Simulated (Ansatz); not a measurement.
C₃H₅FGe, SMILES `FC1=[CH][GeH2][CH2]1`. Charge 0, multiplicity 1.

```xyz
10

F    -0.719   -0.075   -2.305
C    -0.273   -0.145   -1.048
C     0.402   -1.158   -0.500
Ge    0.476   -0.186    1.176
C    -0.513    0.985   -0.098
H     0.705   -2.087   -0.961
H     1.849    0.322    1.644
H    -0.331   -0.744    2.358
H    -0.029    1.920   -0.384
H    -1.567    1.169    0.120
```

**Question.** List the harmonic frequencies (cm⁻¹, unscaled) at PBE0-D4/def2-TZVP in Ansatz. (An estimate is asked.)

**Answer.** Ansatz gave: 153, 392, 415, 460, 515, 592, 596, 671, 733, 771, 869, 879, 927, 1083, 1092, 1095, 1282, 1445, 1664, 2152, 2154, 3087, 3142, 3249.

**Question.** Is this a minimum?

**Answer.** Yes, all 24 modes are real.

**Question.** Give the ideal-gas thermochemistry at 298.15 K and 1 bar (rigid rotor, harmonic oscillator; point group Cs, symmetry number 1).

**Answer.** Zero-point energy 176.0 kJ/mol; H(298) − E = 192.8 kJ/mol; entropy 316.2 J/(mol·K), of which translation 169.8, rotation 111.4, vibration 35.0; G(298) − E = 98.5 kJ/mol.
